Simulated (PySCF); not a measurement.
C5H4F3NO.
Atom-mapped SMILES: `[NH2:1][C:2](=[O:3])/[CH:4]=[CH:5]/[C:6]([F:7])=[C:8]([F:9])[F:10]` (hydrogens: H11, H12 on N1; H13 on C4; H14 on C5)

The same species was optimised twice, with GFN2-xTB and with PBE0-D3(BJ)/def2-SVP (PySCF), and the same property calculations (PySCF, gas phase) were run on both structures.

| coordinate | GFN2-xTB | PBE0-D3(BJ)/def2-SVP | change |
| --- | --- | --- | --- |
| C8–F10 (Å) | 1.321 | 1.301 | -0.020 |
| C8–F9 (Å) | 1.323 | 1.306 | -0.017 |
| C6–F7 (Å) | 1.349 | 1.335 | -0.014 |
| C4=C5 (Å) | 1.337 | 1.343 | +0.006 |
| C6=C8 (Å) | 1.339 | 1.345 | +0.006 |
| C5–C6 (Å) | 1.440 | 1.435 | -0.005 |
| C2=O3 (Å) | 1.212 | 1.217 | +0.005 |
| N1–C2 (Å) | 1.356 | 1.360 | +0.004 |
| C2–C4 (Å) | 1.484 | 1.488 | +0.004 |
| C6–C8–F10 (°) | 125.6 | 124.1 | -1.5 |
| F9–C8–F10 (°) | 111.0 | 112.5 | +1.5 |
| C2–C4–C5 (°) | 120.2 | 118.9 | -1.3 |
| C5–C6–F7 (°) | 117.4 | 118.3 | +0.9 |
| C5–C6–C8 (°) | 125.0 | 124.1 | -0.9 |
| O3–C2–C4 (°) | 123.3 | 122.7 | -0.6 |
| C4–C5–C6 (°) | 123.7 | 124.3 | +0.6 |
| N1–C2–C4 (°) | 114.2 | 114.6 | +0.4 |
| N1–C2–C4–C5 (°) | 180 | 180 | 0 |
| C4–C5–C6–F7 (°) | 0 | 0 | 0 |

Rotational constants: A = 3185, B = 567.1, C = 481.4 MHz (GFN2-xTB) against A = 3183, B = 572.8, C = 485.5 MHz (PBE0-D3(BJ)/def2-SVP). Point groups within 0.08 Å: Cs and Cs.

On the GFN2-xTB structure: HOMO (eV) -7.19 [PBE0/pcSseg-1]; LUMO (eV) -1.91 [PBE0/pcSseg-1]; dipole (D) 3.07 [PBE0/pcSseg-1]; GIAO shielding of N1 (ppm) 151.3 [PBE0/pcSseg-1]; GIAO shielding of C2 (ppm) 22.4 [PBE0/pcSseg-1]; GIAO shielding of O3 (ppm) -47.7 [PBE0/pcSseg-1]; GIAO shielding of C4 (ppm) 61.4 [PBE0/pcSseg-1]; GIAO shielding of C5 (ppm) 51.5 [PBE0/pcSseg-1]; GIAO shielding of C6 (ppm) 48.6 [PBE0/pcSseg-1]; GIAO shielding of F7 (ppm) 368.0 [PBE0/pcSseg-1]; GIAO shielding of C8 (ppm) 17.7 [PBE0/pcSseg-1].

What do these properties become on the PBE0-D3(BJ)/def2-SVP structure?

| property | level | on GFN2-xTB | on PBE0-D3(BJ)/def2-SVP | change |
| --- | --- | --- | --- | --- |
| HOMO (eV) | PBE0/pcSseg-1 | -7.19 | -7.03 | +0.16 |
| LUMO (eV) | PBE0/pcSseg-1 | -1.91 | -1.85 | +0.06 |
| dipole (D) | PBE0/pcSseg-1 | 3.07 | 2.95 | -0.12 |
| energy, GFN2-xTB geometry as zero (kcal/mol) | PBE0/pcSseg-1 | 0.0 | -0.4 | -0.4 |
| GIAO shielding of N1 (ppm) | PBE0/pcSseg-1 | 151.3 | 150.4 | -0.9 |
| GIAO shielding of C2 (ppm) | PBE0/pcSseg-1 | 22.4 | 21.2 | -1.2 |
| GIAO shielding of O3 (ppm) | PBE0/pcSseg-1 | -47.7 | -46.6 | +1.1 |
| GIAO shielding of C4 (ppm) | PBE0/pcSseg-1 | 61.4 | 61.5 | +0.1 |
| GIAO shielding of C5 (ppm) | PBE0/pcSseg-1 | 51.5 | 49.0 | -2.5 |
| GIAO shielding of C6 (ppm) | PBE0/pcSseg-1 | 48.6 | 50.3 | +1.7 |
| GIAO shielding of F7 (ppm) | PBE0/pcSseg-1 | 368.0 | 371.6 | +3.6 |
| GIAO shielding of C8 (ppm) | PBE0/pcSseg-1 | 17.7 | 20.9 | +3.2 |

The heavy atoms differ by 0.034 Å rms after alignment. Among bonds between heavy atoms C8–F10 changes most (-0.020 Å). Changes are differences of the printed values. Neither structure is proved a minimum here.

The values belong to the conformer `[NH2:1][C:2](=[O:3])/[CH:4]=[CH:5]/[C:6]([F:7])=[C:8]([F:9])[F:10]`: N1–C2–C4–C5 180°, C4–C5–C6–F7 0°, H–N1–C2–O3 0°, H–N1–C2–O3 180°.
